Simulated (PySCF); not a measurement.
C5H3S2 (charge +1).
SMILES: `c1(s[cH+]sc1)C#C`

Linear response at B3LYP/def2-SVPD (PySCF, frozen core in the response, non-relativistic). Isolated species at its PBE0-D3(BJ)/def2-SVP geometry, gas phase.

Static isotropic polarisability: 88.95 au (13.18 Å³), principal values 49.2, 82.4, 135.2 au.

What is the polarisability at 1064 nm and at the sodium D line?

90.45 au at 1064 nm (+1.7 %), 94.55 au at 589.3 nm (+6.3 %). The rise at 589.3 nm is 3.72 times that at 1064 nm; a pure ω² law gives 3.26. The lowest singlet lies at 349 nm, shorter than both wavelengths.

What is the isotropic C6 coefficient between two such ions, C6 = (3/π)∫α(iω)² dω?

2706 au (Eh·bohr⁶) by a ten-point quadrature over imaginary frequencies, which is 1620 eV·Å⁶ or 156 J·nm⁶/mol.

Which effective excitation energy ω̄ makes London's formula C6 = (3/4)α²ω̄ exact here?

ω̄ = 4·C6/(3α²) = 0.456 Eh = 12.4 eV. A one-pole form α(ω) = α/(1 − ω²/ω̄²) fitted to the 1064 nm value gives 9.0 eV.

How many electrons N does the Slater–Kirkwood formula C6 = (3/4)·√N·α^(3/2) need to give this C6?

N = (4·C6/3)²/α³ = 18.5; the species has 64 electrons in all.

How anisotropic is the static polarisability, by Δα² = ½[(α1 − α2)² + (α2 − α3)² + (α3 − α1)²]?

Δα = 75.1 au, or 0.84 of the isotropic value.

The lowest 6 singlets have (eV, f): 3.55, 0.049; 3.91, 0.000; 4.84, 0.000; 4.94, 0.105; 5.16, 0.000; 5.58, 0.125. What share of the static polarisability do they carry in the sum over states α = Σ f/ω²?

9.06 au, 10.2 % of α; the largest term, 3.20 au, is that of the state at 4.94 eV. Their oscillator strengths add up to 0.28. Higher states carry the rest.
